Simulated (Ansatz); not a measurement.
Gas-phase electronic energies from Ansatz, PBE0-D4/def2-TZVP geometries. CBS: MP2 limit from def2 TZ/QZ plus the TZ coupled-cluster correction, frozen cores. DFT in def2-TZVPP. For Ga outer-core shells are correlated without core-valence functions, which leaves a few kJ/mol of doubt a bond. Scalar relativity is left out up to krypton. One conformer a species, not always the lowest.

Reaction (formal exchange of groups at a Ga–H bond): `C[CH](C)[GaH][CH](C)C` + `CC(C)C(C)C` → `C[CH](C)[Ga]([CH](C)C)[CH](C)C` + `CCC`

`C[CH](C)[GaH][CH](C)C`:

Cartesian coordinates in Å:
```
C 1.182 -2.597 -0.879
C 0.614 -1.241 -1.286
C 1.719 -0.216 -1.513
Ga -0.795 -0.612 -0.024
C -0.919 1.283 0.577
C 0.039 1.474 1.754
C -2.334 1.703 0.949
H 1.887 -2.975 -1.629
H 0.400 -3.350 -0.751
H 1.731 -2.535 0.067
H 0.074 -1.377 -2.235
H 2.433 -0.560 -2.272
H 1.328 0.750 -1.845
H 2.293 -0.035 -0.598
H -1.821 -1.669 0.562
H -0.566 1.912 -0.249
H 0.019 2.511 2.113
H 1.076 1.243 1.493
H -0.235 0.843 2.607
H -3.023 1.636 0.103
H -2.741 1.073 1.746
H -2.360 2.739 1.310
```

`CC(C)C(C)C`:

```xyz
20

C     0.961    1.046    1.440
C     0.555   -0.190    0.649
C    -0.582   -0.920    1.352
C     0.258    0.144   -0.824
C     0.168   -1.110   -1.683
C    -0.982    1.008   -1.015
H     1.785    1.577    0.955
H     0.128    1.746    1.546
H     1.285    0.774    2.448
H     1.421   -0.866    0.635
H    -0.884   -1.824    0.820
H    -0.280   -1.217    2.359
H    -1.463   -0.279    1.453
H     1.121    0.722   -1.181
H    -0.706   -1.713   -1.421
H     0.078   -0.852   -2.741
H     1.055   -1.738   -1.565
H    -0.940    1.928   -0.428
H    -1.089    1.294   -2.065
H    -1.890    0.469   -0.733
```

`C[CH](C)[Ga]([CH](C)C)[CH](C)C`:

Z-matrix (Å, degrees):
```
C
C 1 1.527
H 1 1.095 2 112.5
H 1 1.095 2 111.6 3 -120.8
H 1 1.098 2 111.1 3 120.0
Ga 2 2.002 1 110.4 3 58.1
C 2 1.525 1 110.9 3 -176.5
H 2 1.097 1 107.9 3 -58.0
C 6 1.999 2 121.4 1 75.2
C 6 1.999 2 117.7 1 -107.5
H 7 1.098 2 111.2 1 56.2
H 7 1.094 2 111.7 1 -63.1
H 7 1.094 2 112.4 1 176.3
C 9 1.530 6 108.3 2 91.3
C 9 1.523 6 114.7 2 -33.2
H 9 1.097 6 106.3 2 -153.2
C 10 1.527 6 109.9 2 -66.7
C 10 1.525 6 110.7 2 55.8
H 10 1.096 6 108.3 2 174.9
H 14 1.098 9 111.2 6 176.8
H 14 1.095 9 112.5 6 56.7
H 14 1.095 9 111.7 6 -64.2
H 15 1.098 9 111.2 6 179.5
H 15 1.094 9 111.6 6 60.2
H 15 1.094 9 112.4 6 -60.3
H 17 1.096 10 111.5 6 59.2
H 17 1.098 10 111.3 6 178.2
H 17 1.094 10 112.5 6 -61.6
H 18 1.094 10 112.5 6 62.0
H 18 1.098 10 111.3 6 -177.8
H 18 1.095 10 111.5 6 -58.7
```

`CCC`:

Z-matrix (Å, degrees):
```
C
C 1 1.519
H 1 1.094 2 111.1
H 1 1.094 2 111.1 3 119.5
H 1 1.093 2 111.7 3 -120.3
C 2 1.519 1 112.7 3 -59.7
H 2 1.095 1 109.5 3 178.2
H 2 1.095 1 109.5 3 62.4
H 6 1.094 2 111.0 1 59.7
H 6 1.093 2 111.7 1 -180.0
H 6 1.094 2 111.1 1 -59.7
```

**Question.** Is it downhill or uphill in electronic energy at CCSD(T)/CBS, and by how much? (An estimate is asked.)

**Answer.** Ansatz gave: Downhill: ΔE = -0.10 eV.

**Question.** What do these levels give: LDA (SPW92), r2SCAN, r2SCAN0, BHLYP, HF/def2-TZVPP, CCSD(T)/def2-TZVPP? (Estimate.)

**Answer.** Ansatz gave: LDA (SPW92) 0.05, r2SCAN -0.07, r2SCAN0 -0.05, BHLYP -0.05, HF/def2-TZVPP -0.02, CCSD(T)/def2-TZVPP -0.12 eV.

Largest T1 diagnostic among the species: 0.010.

At CCSD(T), def2-SVP lies +0.10 eV from the extrapolated value and def2-TZVPP −0.02 eV. Leaving LDA and LC-ωPBE aside and taking each functional with its dispersion term where it has one, the values, not all of them listed here, spread over 0.21 eV, from BLYP-D4 to B97M-V. LDA lies +0.17 eV from PBE without D4. From BLYP to BHLYP (50 % exact exchange), in def2-TZVPP and without D4, ΔE moves by +0.12 eV.
